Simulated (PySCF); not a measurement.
PySCF 2.14 output of an unrestricted BHandHLYP calculation on a single atom or ion in aug-cc-pVTZ-DK (6s5p3d2f, 50 functions), with scalar relativity by spin-free X2C-1e:

```
SCF conv_tol = 1e-09
number electrons alpha = 7  beta = 6
    A. D. Becke.,  J. Chem. Phys. 98, 1372 (1993)
    Defined through Gaussian implementation.
cycle= 1 E= -396.71073252342  delta_E= -0.0039  |g|= 0.0156  |ddm|= 0.168
cycle= 2 E= -396.710903870541  delta_E= -0.000171  |g|= 0.00398  |ddm|= 0.0187
cycle= 3 E= -396.710916027647  delta_E= -1.22e-05  |g|= 0.000678  |ddm|= 0.00483
cycle= 4 E= -396.710916233299  delta_E= -2.06e-07  |g|= 1.54e-05  |ddm|= 0.000744
cycle= 5 E= -396.710916233438  delta_E= -1.4e-10  |g|= 9.89e-07  |ddm|= 3.89e-05
converged SCF energy = -396.710916233438  <S^2> = 0.75493161  2S+1 = 2.0049255
```

The run itself started from symmetry-adapted Hartree-Fock orbitals and held the occupation by maximum overlap, on a logarithmic radial grid, so the iterations belong to that start.

Task: Which element, charge and spin multiplicity is this?

Result: S(3+) (sulfur, charge +3), multiplicity 2; the state was [Ne] 3s2 3p1, 2P determinant.
